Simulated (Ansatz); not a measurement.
```yaml
crystal:
  periodic: [false, false, false]
  atoms:
    - {symbol: Mo, position_ang: [0.292596, -0.411232, -1.167152]}
    - {symbol: Mo, position_ang: [0.699053, 0.773748, 0.458490]}
    - {symbol: Mo, position_ang: [-0.991650, -0.362516, 0.708662]}
basis:
  gaussian: {orbitals: def2-TZVP}
magnetization: {spin_polarized: true, initial_magnetization: 0}
hamiltonian: {xc: {name: rPW86-PBE}}
scf: {lower_state_search: off}
output: {forces: true}
```

```sh
$ ansatz run in.yaml --threads 4 --pin off --events-out ev --progress --plain --max-ram 3916MiB
```

Output, abridged:

```
Functional definition: rPW86-PBE
924 factors; their error is unknown
mean field evaluation 1: about -5552.5939 eV, gradient 7.1e1 eV
mean field evaluation 2: about -5062.7507 eV, gradient 2.4e2 eV
mean field evaluation 4: about -5564.9697 eV, gradient 4.8e1 eV
mean field evaluation 8: about -5574.9948 eV, gradient 9.3e0 eV
mean field evaluation 16: about -5575.3228 eV, gradient 2.9e-6 eV
mean field -5575.32281505 eV, -204.8893343634 hartree, gradient 7.9e-6 eV, S^2 0.000000; 0 other end points of the search recorded, 0 dependent functions left out
reference -5575.32289520 eV, -204.8893373090 hartree; 21, 21 occupied and 99, 99 virtual orbitals, 924 factors
Total energy: -5575.32289520 eV, -204.8893373090 hartree
Atom 0 at     0.292596    -0.411232    -1.167152 Å, force     0.311459    -2.513917    -5.080878 eV/Å
Atom 1 at     0.699053     0.773748     0.458490 Å, force     4.370980     4.838167     2.867069 eV/Å
Atom 2 at    -0.991650    -0.362516     0.708662 Å, force    -4.682439    -2.324249     2.213809 eV/Å
Dipole moment:    -0.006215    -0.006879    -0.004076 e Å
Checks for a lower state left out: stability, starts, cluster_reference, orbital_swaps, neighbouring_geometries, increment
```

Hardware: 4 threads of Intel Xeon Platinum 8259CL on a shared host. Wall time 5.5 s.

In the def2 sets Mo takes a core potential; there is no spin–orbit coupling.
